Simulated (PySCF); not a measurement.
**Working out the ionisation energy of Te⁺**

Te⁺ [Kr] 4d10 5s2 5p3 (4S) → Te²⁺ [Kr] 4d10 5s2 5p2 (3P). Computed with PySCF 2.14 in aug-cc-pwCVDZ-PP with ECP28MDF, with scalar relativity through the core potential. Frozen: nothing. Energies in hartree (1 hartree = 27.21139 eV):

| part | Te⁺ (lower) | Te²⁺ (upper) |
| --- | --- | --- |
| UHF | -266.715858 | -266.041610 |
| CCSD correlation | -0.445205 | -0.432437 |
| (T) | -0.006133 | -0.005841 |

Problem. What does Hartree-Fock give?

Solution. (-266.041610) − (-266.715858) = 0.674248 hartree = 18.347 eV.

Problem. What do CCSD and CCSD(T) give?

Solution. The CCSD correlation energies differ by 0.012768 hartree = 0.347 eV and the triples by 0.000292 hartree = 0.008 eV, so CCSD gives 18.694 eV and CCSD(T) 18.702 eV.

Reference: 18.6 ± 0.4 eV (measured; NIST Atomic Spectra Database, ionization energies), between the lowest levels; spin-orbit coupling is absent from the calculation.

A double-zeta basis recovers only part of the correlation energy.

What remains against the reference includes basis incompleteness and higher excitations.
